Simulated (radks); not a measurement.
Initial-state core-level shifts of the hafnium ion Hf2+ when its valence configuration changes from [Xe] 4f14 5d2. Method: scalar-relativistic Kohn-Sham, SCAN, spin-polarised, spherical densities, finite nucleus; open shells are filled with parallel spins first (spin-orbit coupling, left out, can overturn this in heavy ions); meta-GGA in the generalised Kohn-Sham scheme; Fermi nuclear charge, rms radius 5.347 fm; computed with a radial shooting solver on a logarithmic mesh with Libxc functionals. Shifts are changes of the shell-averaged eigenvalues in eV (positive: less bound); the change of the density at the nucleus, which sets a Mossbauer isomer shift, is in e/bohr^3, on a base of 1.282e+06.

valence	1s	3s	4d	5p	density at nucleus
4f13 5d2 6s1	-11.569	-13.413	-12.140	-6.122	+171.0
4f13.5 5d2 6s0.5	-5.647	-6.534	-5.949	-3.031	+81.4
4f12 5d2 6s1 6p1	-25.705	-29.661	-26.694	-13.896	+258.9
4f11.5 5d2 6s1 6p1.5	-33.132	-38.242	-34.260	-17.793	+304.3
4f13 5d3	-8.523	-10.309	-9.035	-3.509	+56.0
4f14 5d1 6p1	-4.259	-4.295	-4.328	-4.055	+5.1
4f13 5d2 6p1	-13.011	-14.849	-13.585	-7.655	+63.7
4f14 5d1 6s1	-2.757	-2.800	-2.824	-2.558	+102.5
